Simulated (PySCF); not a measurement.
# Computed records: Al2FH2N, AlBH4N2, Al2BH4N, CH5Al2N and others

Computed with PySCF 2.14.0. Calculation on a computer-drawn molecule: the log of a Hartree-Fock and frozen-core CCSD(T) single point meant for a local Hartree-Fock minimum, with one planted fault or none, to be diagnosed. Offsets are logged minus clean, where the clean run is the same molecule without the fault. The reference is restricted for singlets and unrestricted otherwise, and also for a bond in bohr or an excited solution. Adding or removing an electron swaps singlet and doublet. The excited solution moves the top pair (singlet) or top alpha electron (doublet) to the lowest empty orbital. Highest occupied and lowest empty are orbital energies over both spins, largest force is the largest gradient component, triples share is (T) over the correlation energy, the T1 limit is 0.02 restricted and 0.045 unrestricted, electrons count all cores, a negative frequency is imaginary (commonest isotopes), and the dipole is about the centre of nuclear charge.

Common to all runs: meant charge 0; meant basis cc-pV(D+d)Z; logged SCF converged yes; possible faults no fault, one electron removed, one electron added, multiplicity raised by two, geometry at a saddle point, SCF held on an excited solution, minimal basis STO-3G, one bond length entered in bohr, all coordinates scaled.

(1) 
```xyz
6
formula=Al2FH2N meant_multiplicity=1 logged_electrons=43 logged_basis_functions=84 logged_spin_squared=0.7599 logged_highest_occupied=-16.413 logged_lowest_empty=-5.653 logged_largest_force=0.071658 logged_T1_diagnostic=0.0177 logged_D1_diagnostic=0.046769 logged_triples_share=0.019798 logged_CC_converged=yes logged_dipole_magnitude=6.3995 logged_SCF_stable_within_its_kind=yes logged_energy_HF=-638.68576 logged_energy_CCSD(T)=-639.14178 planted_fault=one_electron_removed HF_energy_offset_from_clean_run=150.3 CCSD(T)_energy_offset_from_clean_run=190.1
N     -3.1128    -2.4925    -0.6865
Al    -1.6848    -2.2175    -1.3522
Al     0.6538    -1.7508    -2.3152
F      0.7792    -1.8681    -3.9593
H     -4.0079    -2.6691    -0.2995
H      1.9426    -1.3742    -1.5086
```

Units: logged_highest_occupied, logged_lowest_empty in eV; logged_largest_force in hartree/bohr; logged_dipole_magnitude in debye; logged_energy_HF, logged_energy_CCSD(T) in hartree; HF_energy_offset_from_clean_run, CCSD(T)_energy_offset_from_clean_run in kcal/mol.

Drawn bonds:
```
atom  other atom  order
   1           2      2
   2           3      1
   3           4      1
   1           5      1
   3           6      1
```

(2) 
```xyz
6
formula=Al2FH2N meant_multiplicity=1 logged_electrons=44 logged_basis_functions=84 logged_spin_squared=2.0254 logged_highest_occupied=-5.8139 logged_lowest_empty=-0.0085265 logged_largest_force=0.12349 logged_T1_diagnostic=0.017471 logged_D1_diagnostic=0.048106 logged_triples_share=0.020814 logged_CC_converged=yes logged_dipole_magnitude=4.9109 logged_SCF_stable_within_its_kind=yes logged_energy_HF=-638.88356 logged_energy_CCSD(T)=-639.34918 planted_fault=multiplicity_raised_by_two HF_energy_offset_from_clean_run=26.2 CCSD(T)_energy_offset_from_clean_run=59.96
N     -3.1128    -2.4925    -0.6865
Al    -1.6848    -2.2175    -1.3522
Al     0.6538    -1.7508    -2.3152
F      0.7792    -1.8681    -3.9593
H     -4.0079    -2.6691    -0.2995
H      1.9426    -1.3742    -1.5086
```

Units: logged_highest_occupied, logged_lowest_empty in eV; logged_largest_force in hartree/bohr; logged_dipole_magnitude in debye; logged_energy_HF, logged_energy_CCSD(T) in hartree; HF_energy_offset_from_clean_run, CCSD(T)_energy_offset_from_clean_run in kcal/mol.

Drawn bonds:
```
atom  other atom  order
   1           2      2
   2           3      1
   3           4      1
   1           5      1
   3           6      1
```

(3) 
```xyz
8
formula=AlBH4N2 meant_multiplicity=1 logged_electrons=36 logged_basis_functions=28 logged_spin_squared=0 logged_highest_occupied=-4.1386 logged_lowest_empty=8.0842 logged_largest_force=0.12075 logged_T1_diagnostic=0.033556 logged_D1_diagnostic=0.1091 logged_triples_share=0.060693 logged_CC_converged=yes logged_dipole_magnitude=4.0265 logged_SCF_stable_within_its_kind=yes logged_energy_HF=-373.1029 logged_energy_CCSD(T)=-373.35222 planted_fault=minimal_basis_STO-3G HF_energy_offset_from_clean_run=2961 CCSD(T)_energy_offset_from_clean_run=3144
N      0.4856     2.7092    -1.7603
Al     0.7766     1.1520    -1.5294
B      1.1332    -0.9501    -1.2743
N      0.6443    -1.8864    -2.1691
H      0.3181     3.6777    -1.8830
H      1.7713    -1.3453    -0.3375
H      0.8080    -2.8671    -2.0545
H      0.1034    -1.6712    -2.9805
```

Units: logged_highest_occupied, logged_lowest_empty in eV; logged_largest_force in hartree/bohr; logged_dipole_magnitude in debye; logged_energy_HF, logged_energy_CCSD(T) in hartree; HF_energy_offset_from_clean_run, CCSD(T)_energy_offset_from_clean_run in kcal/mol.

Drawn bonds:
```
atom  other atom  order
   1           2      2
   2           3      1
   3           4      1
   1           5      1
   3           6      1
   4           7      1
   4           8      1
```

Notes: T1 above single-reference limit.

(4) 
```xyz
8
formula=AlBH4N2 meant_multiplicity=1 logged_electrons=36 logged_basis_functions=85 logged_spin_squared=0 logged_highest_occupied=-8.377 logged_lowest_empty=1.5507 logged_largest_force=0.040654 logged_T1_diagnostic=0.027264 logged_D1_diagnostic=0.083602 logged_triples_share=0.038753 logged_CC_converged=yes logged_dipole_magnitude=5.2142 logged_SCF_stable_within_its_kind=yes logged_energy_HF=-377.80779 logged_energy_CCSD(T)=-378.35833 planted_fault=all_coordinates_scaled,by_+4.2_% HF_energy_offset_from_clean_run=8.901 CCSD(T)_energy_offset_from_clean_run=2.266
N      0.5060     2.8230    -1.8343
Al     0.8093     1.2003    -1.5937
B      1.1808    -0.9900    -1.3278
N      0.6714    -1.9656    -2.2602
H      0.3315     3.8322    -1.9621
H      1.8457    -1.4018    -0.3516
H      0.8419    -2.9875    -2.1408
H      0.1078    -1.7414    -3.1057
```

Units: logged_highest_occupied, logged_lowest_empty in eV; logged_largest_force in hartree/bohr; logged_dipole_magnitude in debye; logged_energy_HF, logged_energy_CCSD(T) in hartree; HF_energy_offset_from_clean_run, CCSD(T)_energy_offset_from_clean_run in kcal/mol.

Drawn bonds:
```
atom  other atom  order
   1           2      2
   2           3      1
   3           4      1
   1           5      1
   3           6      1
   4           7      1
   4           8      1
```

Notes: T1 above single-reference limit.

(5) 
```xyz
8
formula=Al2BH4N meant_multiplicity=1 logged_electrons=41 logged_basis_functions=94 logged_spin_squared=0.7596 logged_highest_occupied=-14.686 logged_lowest_empty=-5.1439 logged_largest_force=0.0781 logged_T1_diagnostic=0.017945 logged_D1_diagnostic=0.046684 logged_triples_share=0.024917 logged_CC_converged=yes logged_dipole_magnitude=4.897 logged_SCF_stable_within_its_kind=yes logged_energy_HF=-564.96933 logged_energy_CCSD(T)=-565.34033 planted_fault=one_electron_removed HF_energy_offset_from_clean_run=144.7 CCSD(T)_energy_offset_from_clean_run=184.5
N     -0.9884     3.2581     4.1439
Al    -0.6735     1.8426     3.4684
B     -0.4417    -0.0634     2.5333
Al    -2.0355    -1.2354     1.7116
H     -1.1382     4.1398     4.5700
H      0.6919    -0.4648     2.4910
H     -2.4543    -1.0436     0.1976
H     -2.7992    -2.2762     2.6270
```

Units: logged_highest_occupied, logged_lowest_empty in eV; logged_largest_force in hartree/bohr; logged_dipole_magnitude in debye; logged_energy_HF, logged_energy_CCSD(T) in hartree; HF_energy_offset_from_clean_run, CCSD(T)_energy_offset_from_clean_run in kcal/mol.

Drawn bonds:
```
atom  other atom  order
   1           2      2
   2           3      1
   3           4      1
   1           5      1
   3           6      1
   4           7      1
   4           8      1
```

(6) 
```xyz
9
formula=CH5Al2N meant_multiplicity=1 logged_electrons=44 logged_basis_functions=33 logged_spin_squared=0 logged_highest_occupied=-4.3638 logged_lowest_empty=8.2962 logged_largest_force=0.10707 logged_T1_diagnostic=0.028088 logged_D1_diagnostic=0.087213 logged_triples_share=0.053011 logged_CC_converged=yes logged_dipole_magnitude=3.0356 logged_SCF_stable_within_its_kind=yes logged_energy_HF=-571.97116 logged_energy_CCSD(T)=-572.21573 planted_fault=minimal_basis_STO-3G HF_energy_offset_from_clean_run=4423 CCSD(T)_energy_offset_from_clean_run=4583
N      0.2139     3.3322    -2.1734
Al    -0.3477     1.8823    -1.8165
C     -1.1532     0.1782    -1.3968
Al    -3.1121     0.0788    -1.3695
H      0.6173     4.2101    -2.3894
H     -0.7586    -0.5283    -2.1391
H     -0.7565    -0.1039    -0.4124
H     -3.8861    -0.2871    -2.6960
H     -3.8818     0.3704    -0.0223
```

Units: logged_highest_occupied, logged_lowest_empty in eV; logged_largest_force in hartree/bohr; logged_dipole_magnitude in debye; logged_energy_HF, logged_energy_CCSD(T) in hartree; HF_energy_offset_from_clean_run, CCSD(T)_energy_offset_from_clean_run in kcal/mol.

Drawn bonds:
```
atom  other atom  order
   1           2      2
   2           3      1
   3           4      1
   1           5      1
   3           6      1
   3           7      1
   4           8      1
   4           9      1
```

Notes: T1 above single-reference limit.

(7) 
```xyz
9
formula=CH5AlNSi meant_multiplicity=2 logged_electrons=45 logged_basis_functions=99 logged_spin_squared=2.6574 logged_highest_occupied=-5.7194 logged_lowest_empty=0.91056 logged_largest_force=0.024307 logged_dipole_magnitude=2.8715 logged_SCF_stable_within_its_kind=yes logged_energy_HF=-625.87689 planted_fault=one_bond_length_entered_in_bohr,row_1_of_the_drawn_bonds HF_energy_offset_from_clean_run=80.92
N      2.2906     3.5293    -2.5384
Al     0.3627     1.4759    -1.4741
C     -0.8663     0.1337    -0.7884
Si    -0.1311    -1.5841    -0.5009
H      2.9202     4.2087    -2.8876
H     -1.6996     0.0555    -1.4955
H     -1.2785     0.5119     0.1537
H      0.9671    -1.5204     0.4953
H      0.3854    -2.1487    -1.7725
```

Units: logged_highest_occupied, logged_lowest_empty in eV; logged_largest_force in hartree/bohr; logged_dipole_magnitude in debye; logged_energy_HF in hartree; HF_energy_offset_from_clean_run in kcal/mol.

Drawn bonds:
```
atom  other atom  order
   1           2      2
   2           3      1
   3           4      1
   1           5      1
   3           6      1
   3           7      1
   4           8      1
   4           9      1
```

Notes: coupled-cluster numbers left out as unreliable.

(8) 
```xyz
9
formula=CH5AlNSi meant_multiplicity=2 logged_electrons=45 logged_basis_functions=99 logged_spin_squared=3.7693 logged_highest_occupied=-4.8988 logged_lowest_empty=0.64484 logged_largest_force=0.094983 logged_T1_diagnostic=0.031542 logged_D1_diagnostic=0.18253 logged_triples_share=0.029728 logged_CC_converged=yes logged_dipole_magnitude=1.5855 logged_SCF_stable_within_its_kind=yes logged_energy_HF=-625.92439 logged_energy_CCSD(T)=-626.4039 planted_fault=multiplicity_raised_by_two HF_energy_offset_from_clean_run=51.11 CCSD(T)_energy_offset_from_clean_run=76.35
N      2.2906     3.5293    -2.5384
Al     1.2704     2.4427    -1.9752
C      0.0414     1.1005    -1.2895
Si     0.7766    -0.6173    -1.0020
H      2.9202     4.2087    -2.8876
H     -0.7919     1.0224    -1.9966
H     -0.3708     1.4788    -0.3474
H      1.8748    -0.5536    -0.0058
H      1.2931    -1.1819    -2.2736
```

Units: logged_highest_occupied, logged_lowest_empty in eV; logged_largest_force in hartree/bohr; logged_dipole_magnitude in debye; logged_energy_HF, logged_energy_CCSD(T) in hartree; HF_energy_offset_from_clean_run, CCSD(T)_energy_offset_from_clean_run in kcal/mol.

Drawn bonds:
```
atom  other atom  order
   1           2      2
   2           3      1
   3           4      1
   1           5      1
   3           6      1
   3           7      1
   4           8      1
   4           9      1
```

(9) 
```xyz
6
formula=AlH3N2 meant_multiplicity=1 logged_electrons=30 logged_basis_functions=66 logged_spin_squared=2.0102 logged_highest_occupied=-4.9873 logged_lowest_empty=1.2967 logged_largest_force=0.085063 logged_T1_diagnostic=0.01999 logged_D1_diagnostic=0.079223 logged_triples_share=0.026614 logged_CC_converged=yes logged_dipole_magnitude=0.48885 logged_SCF_stable_within_its_kind=yes logged_energy_HF=-352.4733 logged_energy_CCSD(T)=-352.87168 planted_fault=multiplicity_raised_by_two HF_energy_offset_from_clean_run=43.99 CCSD(T)_energy_offset_from_clean_run=67.38
N      0.3338     0.3690     3.7713
Al     1.4673    -0.4513     3.0157
N      2.7153    -1.3538     2.1866
H     -0.3730     0.8801     4.2377
H      3.5592    -0.9603     1.8160
H      2.6920    -2.3407     2.0137
```

Units: logged_highest_occupied, logged_lowest_empty in eV; logged_largest_force in hartree/bohr; logged_dipole_magnitude in debye; logged_energy_HF, logged_energy_CCSD(T) in hartree; HF_energy_offset_from_clean_run, CCSD(T)_energy_offset_from_clean_run in kcal/mol.

Drawn bonds:
```
atom  other atom  order
   1           2      2
   2           3      1
   1           4      1
   3           5      1
   3           6      1
```

(10) 
```xyz
7
formula=Al2H3N2 meant_multiplicity=2 logged_electrons=43 logged_basis_functions=89 logged_spin_squared=0.8786 logged_highest_occupied=-5.6317 logged_lowest_empty=-1.7681 logged_largest_force=0.025149 logged_dipole_magnitude=3.1038 logged_SCF_stable_within_its_kind=no logged_energy_HF=-594.35907 planted_fault=SCF_held_on_an_excited_solution HF_energy_offset_from_clean_run=68.64
N      0.0582     1.0483    -0.2158
Al     0.3258     0.1137     1.0440
N      0.6072    -0.9184     2.4484
Al    -0.3886    -1.2124     3.9191
H     -0.1248     1.6347    -0.9911
H      1.4758    -1.4357     2.4279
H      0.1947    -2.2287     4.9946
```

Units: logged_highest_occupied, logged_lowest_empty in eV; logged_largest_force in hartree/bohr; logged_dipole_magnitude in debye; logged_energy_HF in hartree; HF_energy_offset_from_clean_run in kcal/mol.

Drawn bonds:
```
atom  other atom  order
   1           2      2
   2           3      1
   3           4      1
   1           5      1
   3           6      1
   4           7      1
```

Notes: coupled-cluster numbers left out as unreliable.
